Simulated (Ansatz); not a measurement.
Ideal-gas functions of `C[C](=O)[InH2]` at 600 K and 1 bar, from an Ansatz frequency run at PBE0-D4/def2-TZVP.

Molar mass 159.88 g/mol, point group Cs (symmetry number 1), electronic degeneracy 1, moments of inertia 50.457, 247.332, 285.547 u Å². Harmonic wavenumbers (cm⁻¹, unscaled): 109, 113, 138, 256, 258, 460, 489, 567, 589, 932, 969, 1132, 1358, 1443, 1450, 1743, 1809, 1812, 3032, 3111, 3136.

Use S(trans) = R[1.5 ln M + 2.5 ln T − 1.1517]; rotational temperatures θ = 24.2544 K / I; S(rot) = R[ln(√π/σ · √(T³/θAθBθC)) + 1.5]; for each mode x = 1.438777 ν̃/T, S = R[x/(eˣ − 1) − ln(1 − e⁻ˣ)] and H = RT x/(eˣ − 1); 1 cm⁻¹ = 0.0119627 kJ/mol; R = 8.31446 J/(mol·K).

Problem. By hand: the entropy, in J/(mol·K).

Solution. Translation 186.7. Rotation: θ = 0.4807, 0.0981, 0.0849 K, giving 120.0. Vibration, mode by mode: 19.49, 19.20, 17.55, 12.50, 12.44, 7.91, 7.45, 6.37, 6.10, 3.17, 2.95, 2.17, 1.41, 1.20, 1.18, 0.67, 0.59, 0.58, 0.05, 0.04, 0.04, in all 123.1. Electronic 0.0. Sum 429.8 J/(mol·K).

Problem. By hand: H − E and G − E in kJ/mol, counted from the electronic energy.

Solution. Zero-point energy ½ × 24906 × 0.0119627 = 149.0; thermal vibration 36.4; translation, rotation and pV give 4 RT = 20.0. H − E = 205.4 kJ/mol, and G − E = 205.4 − 600 × 429.8/1000 = -52.5 kJ/mol.

Vibration gives 29 % of the entropy, 56.2 J/(mol·K) of it from the modes under 150 cm⁻¹: soft modes count most, and the harmonic formula is weakest for them.
